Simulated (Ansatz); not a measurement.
`[BH2][Zn][OH]`. Total charge 0; spin multiplicity 1.

```xyz
6

B     0.4019   -0.4339    1.3645
Zn   -0.0925    0.2747   -0.4793
O    -0.4730    1.0002   -2.0632
H     0.1176   -1.5422    1.7171
H     0.9946    0.2343    2.1619
H    -0.9486    0.4669   -2.7010
```

Question: List the harmonic frequencies (cm⁻¹, unscaled) at PBE0-D4/def2-TZVP in Ansatz. (An estimate is asked.)

Answer: The calculation gave: 136, 139, 150, 499, 563, 666, 701, 850, 1155, 2574, 2658, 3921.

Question: Is this a minimum?

Answer: Yes, all 12 modes are real.

Question: Give the ideal-gas thermochemistry at 298.15 K and 1 bar (rigid rotor, harmonic oscillator; point group Cs, symmetry number 1).

Answer: Zero-point energy 83.8 kJ/mol; H(298) − E = 100.8 kJ/mol; entropy 301.5 J/(mol·K), of which translation 165.7, rotation 92.3, vibration 43.6; G(298) − E = 10.9 kJ/mol.

Question: And at 400, 500, 600, 800 and 1000 K?

Answer: 
| T (K) | H − E (kJ/mol) | S (J/mol/K) | G − E (kJ/mol) |
| --- | --- | --- | --- |
| 400 | 109.2 | 325.7 | -21.1 |
| 500 | 118.2 | 345.8 | -54.7 |
| 600 | 127.8 | 363.2 | -90.1 |
| 800 | 148.1 | 392.3 | -165.8 |
| 1000 | 169.5 | 416.2 | -246.7 |

Question: Rotational constants (cm⁻¹)?

Answer: 6.132, 0.1466, 0.1431.
